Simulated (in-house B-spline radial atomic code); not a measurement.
A fraction x of an electron is removed from 4d in the molybdenum ion Mo⁺, starting from [Kr] 4d5 and keeping the highest spin. Method: scalar-relativistic (X2C) RPBE, spin-polarised, spherical fractional occupations, Fermi nucleus of rms radius 4.4091 fm. Calculated with an all-electron radial atomic-structure program (B-spline basis).

| x | E(x) - E(0) (eV) | 4d up level (eV) |
| --- | --- | --- |
| 0 | 0.0000 | -11.368 |
| 0.07 | 0.8194 | -12.046 |
| 0.24 | 3.0097 | -13.732 |
| 0.37 | 4.8807 | -15.057 |
| 0.49 | 6.7623 | -16.307 |
| 0.5 | 6.9259 | -16.412 |
| 0.6 | 8.6201 | -17.475 |
| 0.69 | 10.2364 | -18.445 |
| 0.87 | 13.7338 | -20.424 |
| 0.94 | 15.1908 | -21.207 |
| 1 | 16.4835 | -21.884 |

The exact functional would give a straight line between the two integer points. Deviations E(x) - E(0) - x[E(1) - E(0)], in eV: -0.334 at x = 0.07, -0.946 at x = 0.24, -1.218 at x = 0.37, -1.315 at x = 0.49, -1.316 at x = 0.5, -1.27 at x = 0.6, -1.137 at x = 0.69, -0.607 at x = 0.87, -0.304 at x = 0.94.

The curve lies below the straight line by up to 1.316 eV (at x = 0.5): convex, the delocalisation error that favours fractional charges.

(1) How well does Slater's transition state (minus the level at half occupation) give the ionisation energy?

Results:

(1) It gives 16.412 eV against 16.483 eV from the two total energies; NIST lists 16.16 eV, ground level to ground level.
